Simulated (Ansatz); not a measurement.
Program: Ansatz. Geometries: PBE0-D4/def2-TZVP. ΔE: electronic, gas phase. CBS: MP2 limit from def2 TZ/QZ plus the TZ coupled-cluster correction, frozen cores. This one scheme is used for every species. One conformer a species, not always the lowest.

Consider the ligand exchange at the Si–F bond: `C[Si](F)(F)[O][AlH2]` + HCl → `C[Si](F)(Cl)[O][AlH2]` + H–F.

```
                species  MP2/def2-TZVPP energy (Eh)
 `C[Si](F)(F)[O][AlH2]`                  -846.91149
                    HCl                  -460.30264
`C[Si](F)(Cl)[O][AlH2]`                 -1206.86004
                    H–F                  -100.33585
```

Problem. Work out ΔE.

Solution. ΔE = (-1206.86004) + (-100.33585) − (-846.91149) − (-460.30264) = 0.01824 Eh = +47.9 kJ/mol. CCSD(T)/CBS gives +50.0 kJ/mol.

Largest T1 diagnostic among the species: 0.012.

In def2-TZVPP, CCSD(T) changes the Hartree–Fock value by −13.6 kJ/mol (the triples alone add −3.2 kJ/mol) and MP2 by −20.2 kJ/mol. The D4 term adds −7.4 kJ/mol with B3LYP and −4.0 kJ/mol with PBE0; it sums over pairs of atoms, weighted by their polarisabilities, and B3LYP, whose exchange is more repulsive, gets the larger term.

B3LYP here is the variant with VWN-RPA as its local correlation; programs differ in this.
